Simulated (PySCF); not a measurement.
**Computed properties of FH₆NOSi₂, SMILES O[SiH2]N[SiH2]F**

FH6NOSi2, SMILES N([SiH2]F)[SiH2]O. Geometry optimised at B3LYP-D3(BJ)/def2-SVP. The structure was generated by enumeration, and PubChem lists no compound with its InChIKey, so it may never have been made. Other conformers were not sampled. All values are computed for the isolated molecule unless a solvent is named; none is compared with measurement here.

**Structure.** All 27 harmonic modes at B3LYP-D3(BJ)/def2-SVP (PySCF) are real, so it is a minimum. With heavy atoms numbered as in [OH:1][SiH2:2][NH:3][SiH2:4][F:5], the shortest bond between them is Si4–F5 at 1.634 Å and the longest Si2–N3 at 1.748 Å.

**Vibrations.** The strongest infrared lines (harmonic, unscaled, degenerate partners summed) lie at 923 cm⁻¹ (473 km/mol, H 85 %, Si 12 %), 989 cm⁻¹ (277 km/mol, H 66 %, Si 25 %), 1203 cm⁻¹ (249 km/mol, H 65 %, N 31 %). The softest mode is at 43 cm⁻¹ and the zero-point energy is 43.3 kcal/mol.

**Electronic structure.** ωB97X/def2-TZVP (PySCF) places the frontier levels at -10.82 and 2.26 eV, a gap of 13.08 eV, and gives a dipole moment of 0.93 D and a mean polarisability of 58.1 bohr³. PBE/def2-TZVP (PySCF) at the same geometry gives -6.94 and -0.60 eV, so its gap is 6.74 eV narrower. An orbital gap is neither the optical nor the fundamental gap.

**Excitations.** TDA-M06-2X/def2-SVPD (PySCF) has S1 at 7.34 eV (169 nm, f = 0.032, weak); the most intense of the 10 singlets computed lies at 8.40 eV (f = 0.06). T1 (TDA) is at 6.96 eV, 0.38 eV under S1. TDA-PBE/def2-SVPD (PySCF) puts S1 at 6.40 eV. No vertical singlet excitation falls in the visible range (under 3.1 eV).

**NMR.** GIAO shifts at B3LYP/pcSseg-1 (PySCF) (non-relativistic, atoms alike by connectivity averaged): ¹H from 1.9 to 5.0 ppm against TMS; ²⁹Si from -32.1 to -24.5 ppm against TMS; ¹⁹F at -165.5 ppm against CFCl3.

**Solvation.** SMD-B3LYP/def2-SVP (PySCF) gives -3.7 kcal/mol in water, -3.9 kcal/mol in chlorobenzene, -6.6 kcal/mol in ethanol (1 M in both phases, gas-phase geometry); of these solvents ethanol holds the molecule best.
